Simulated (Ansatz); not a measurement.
`CN(C)[Si]Cl` + HBr → `Cl[Si]Br` + dimethylamine at 500 K and 1 bar (ligand exchange at the Si–N bond).

Computed with Ansatz on PBE0-D4/def2-TZVP structures; ΔE is electronic, products minus reactants. CCSD(T)/CBS is the MP2 limit (def2-TZVPP, def2-QZVPP) plus CCSD(T) − MP2 in def2-TZVPP, frozen cores. For Br outer-core shells are correlated without core-valence functions, which leaves a few kJ/mol of doubt a bond. Scalar relativity is left out up to krypton. Each species was taken in one conformer, which may not be the lowest.

```tsv
species	CCSD(T)/CBS energy (Eh)	H − E (kJ/mol)	S (J/(mol·K))
`CN(C)[Si]Cl`	-883.31525	266.8	403.0
HBr	-2573.91920	30.5	213.7
`Cl[Si]Br`	-3322.23177	30.4	327.5
`CNC`	-135.00321	273.8	313.8
```

H − E and S are ideal-gas, rigid-rotor, harmonic terms from PBE0-D4/def2-TZVP, for one conformer and one mirror image of each species. 1 Eh = 2625.50 kJ/mol, R = 8.31446 J/(mol·K).

By hand: ΔE, ΔH, ΔS and ΔG.

ΔE = (-3322.23177) + (-135.00321) − (-883.31525) − (-2573.91920) = -0.00053 Eh = -1.4 kJ/mol. Δ(H − E) = 30.4 + 273.8 − 266.8 − 30.5 = 6.9, so ΔH = 5.5 kJ/mol. ΔS = 327.5 + 313.8 − 403.0 − 213.7 = 24.6 J/(mol·K). ΔG = 5.5 − 500 × (24.6)/1000 = -6.8 kJ/mol.

By hand: the equilibrium constant, and the temperature at which ΔG would vanish if ΔH and ΔS stayed fixed.

log₁₀ K = −ΔG/(RT ln 10) = 0.7. ΔG = 0 at ΔH/ΔS = 224 K, though so small a ΔH makes that figure unsure.

TΔS isn't small against ΔH here. A doubt of 5 kJ/mol in ΔE shifts log₁₀ K by 0.5 here. Other conformers and mirror images would add mixing entropy, several J/(mol·K) or more a flexible species. These are equilibria of isolated gas molecules and say nothing of rates. Largest T1 diagnostic: 0.013 (customary marks: 0.02 for closed shells, 0.045 for open ones).
